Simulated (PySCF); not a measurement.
Sb(Cl)2(OMe) (CH3Cl2OSb), SMILES [Cl][Sb]([Cl])[O]C. Geometry optimised at PBE-D3(BJ)/def2-SVP. The structure was generated by enumeration; whether it is a known compound was not checked. The def2 effective core potentials stand for the cores of Sb; spin–orbit coupling is left out. Other conformers were not sampled.

Computed equilibrium geometry at PBE-D3(BJ)/def2-SVP (PySCF confirms it by a frequency run) as a Z-matrix, and its point group (one conformer of several):
point group Cs.
```
C
H 1 1.1094
H 1 1.1128 2 108.75
H 1 1.1128 2 108.75 3 117.73
O 1 1.4229 2 107.42 3 -121.14
Sb 5 1.9908 1 122.23 2 180.00
Cl 6 2.4057 5 98.33 1 49.06
Cl 6 2.4057 5 98.33 1 -49.06
```
